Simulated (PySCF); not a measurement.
C4H3ClSi. Atoms are numbered in the order given.

```xyz
9

Si     0.5626    -0.0055     0.0000
Cl    -0.2757    -1.9033     0.0000
C      0.0132     0.8902    -1.4926
C     -0.3396     1.4890    -2.4913
C      0.0132     0.8902     1.4926
C     -0.3396     1.4890     2.4913
H      2.0352    -0.1528     0.0000
H     -0.6540     2.0176    -3.3732
H     -0.6540     2.0176     3.3732
```
Charge 0, spin multiplicity 1.

Geometry optimised at B3LYP-D3(BJ)/def2-SVP.

The numbers are results of r2SCAN/def2-TZVP (PySCF), not measurements.

Computed frontier levels, gap, dipole moment and polarisability:
* **highest occupied level**: -7.47 eV
* **lowest empty level**: -1.91 eV
* **orbital gap**: 5.56 eV
* **dipole moment**: 1.88 D
* **quadrupole, principal values (traceless, Buckingham form, about the centre of nuclear charge)**: -8.65, -1.60, 10.25 D·Å
* **mean static polarisability**: 77.6 bohr³ (11.50 Å³)
* **polarisability, principal values**: 56.4, 79.0, 97.5 bohr³
